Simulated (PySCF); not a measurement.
## How the method changes the constants of YbP

State: quartet, about 14.0 electrons in the 4f shell (Mulliken). Set-up: Yb x2c-SVPall, P x2c-SVPall; spin-free X2C with a Gaussian nucleus (PySCF 2.14). De refers to Yb (4f14 6s2) + P in their high-spin ground configurations, without counterpoise correction. The functionals are run spin-unrestricted. A positive dipole means Yb(−)P(+).

```
      Level  Re (Å)  ωe (cm⁻¹)  De (eV)  μ (D)  CPU s a point (SCF and correlation, without the integrals)
        UHF   2.931        203      n/a  -5.20                                                         1.9
    UHF-MP2   2.798        210      n/a    n/a                                                           4
UHF-SCS-MP2   2.837        200      n/a    n/a                                                         n/a
        PBE   2.704        216     1.31  -3.66                                                          16
       BLYP   2.738        205     1.16  -3.42                                                          15
     r²SCAN   2.692        219     1.34  -4.31                                                          30
    r²SCANh   2.763        199     1.17  -4.19                                                         8.1
       PBE0   2.825        201     1.00  -3.91                                                         7.3
```

The bond length runs from 2.692 Å (r²SCAN) to 2.931 Å (UHF). De spans 1.00 eV (PBE0, global hybrid GGA) to 1.34 eV (r²SCAN, meta-GGA).

Correlated steps freeze 23 core orbitals. Spin–orbit coupling is left out, which matters for elements this heavy, above all for dissociation energies. The state is the lowest single determinant that the PBE0 search found; with open d or f shells the true ground state can be another one.

The whole job (state search and all levels along the bond) took about 12 min on 2 threads of Arm Neoverse V2 (shared host), peak memory 3.1 GiB.
